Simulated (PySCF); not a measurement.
Species: C₃H₇BO₂.
Z-matrix (Å and degrees, GFN2-xTB geometry), rows numbered from 1:
```
C 
C   1  1.3266
B   2  1.5786  1  125.34
O   3  1.3654  2  123.42  1   -10.61
O   3  1.3476  2  116.25  1   169.06
C   5  1.4100  3  123.45  2  -178.98
H   1  1.0809  2  122.09  3     0.28
H   1  1.0788  2  122.81  3  -179.16
H   2  1.0824  1  118.12  3   178.93
H   4  0.9554  3  114.67  2    -0.20
H   6  1.0906  5  111.32  3     7.03
H   6  1.0926  5  108.78  3  -113.68
H   6  1.0922  5  108.25  3   127.78
```

PySCF, density fitting, gas phase, GFN2-xTB geometry. The standard run uses grid level 2 after a coarse-grid start, the def2-universal JK fitting basis (with tight functions added where the orbital basis needs them), an energy threshold of 1e-9 Eh and DIIS. The changed runs have no coarse-grid stage.

Question: Standard PBE0/pcSseg-1: E = -293.535585 Eh, HOMO -7.879 eV, LUMO -0.565 eV, dipole 1.062 D, 14 cycles (coarse-grid cycles included). What changes at PBE0/pcSseg-1 with: grid level 0, level shift 2.0 Eh, at most 59 cycles?

Answer: E = -293.481379 Eh (+54.206 mEh), HOMO -7.868 eV (+0.011), LUMO -0.556 eV (+0.009), dipole 1.065 D (+0.003), 58 SCF cycles. Of the changed settings only the grid enters the energy expression; the total energy moves by 34 kcal/mol. The setting was typed as a poor one on purpose.

The cycles:
```
cycle   1  E = -293.0701796024  dE =  1.015e+00  |g| = 1.238e+00  |ddm| = 2.829e+00
cycle   2  E = -293.3688393301  dE = -2.987e-01  |g| = 5.005e-01  |ddm| = 4.787e-01
cycle   3  E = -293.4284641778  dE = -5.962e-02  |g| = 3.154e-01  |ddm| = 2.223e-01
cycle   4  E = -293.4536956032  dE = -2.523e-02  |g| = 2.194e-01  |ddm| = 1.545e-01
cycle   5  E = -293.4665831506  dE = -1.289e-02  |g| = 1.547e-01  |ddm| = 1.167e-01
cycle   6  E = -293.4731320637  dE = -6.549e-03  |g| = 1.111e-01  |ddm| = 8.946e-02
cycle   7  E = -293.4765738575  dE = -3.442e-03  |g| = 8.251e-02  |ddm| = 6.880e-02
cycle   8  E = -293.4784847449  dE = -1.911e-03  |g| = 6.271e-02  |ddm| = 5.354e-02
cycle   9  E = -293.4795904900  dE = -1.106e-03  |g| = 4.834e-02  |ddm| = 4.201e-02
cycle  10  E = -293.4802748198  dE = -6.843e-04  |g| = 3.614e-02  |ddm| = 3.324e-02
... (38 lines left out)
cycle  49  E = -293.4813787625  dE = -2.120e-09  |g| = 9.825e-05  |ddm| = 3.133e-05
cycle  50  E = -293.4813787642  dE = -1.638e-09  |g| = 8.618e-05  |ddm| = 2.748e-05
cycle  51  E = -293.4813787654  dE = -1.245e-09  |g| = 7.580e-05  |ddm| = 2.384e-05
cycle  52  E = -293.4813787664  dE = -9.591e-10  |g| = 6.665e-05  |ddm| = 2.078e-05
cycle  53  E = -293.4813787671  dE = -7.234e-10  |g| = 5.892e-05  |ddm| = 1.802e-05
cycle  54  E = -293.4813787677  dE = -5.680e-10  |g| = 5.176e-05  |ddm| = 1.575e-05
cycle  55  E = -293.4813787681  dE = -4.396e-10  |g| = 4.550e-05  |ddm| = 1.378e-05
cycle  56  E = -293.4813787684  dE = -3.324e-10  |g| = 4.006e-05  |ddm| = 1.197e-05
cycle  57  E = -293.4813787687  dE = -2.507e-10  |g| = 3.542e-05  |ddm| = 1.038e-05
cycle  58  E = -293.4813787689  dE = -1.987e-10  |g| = 3.123e-05  |ddm| = 9.076e-06
```
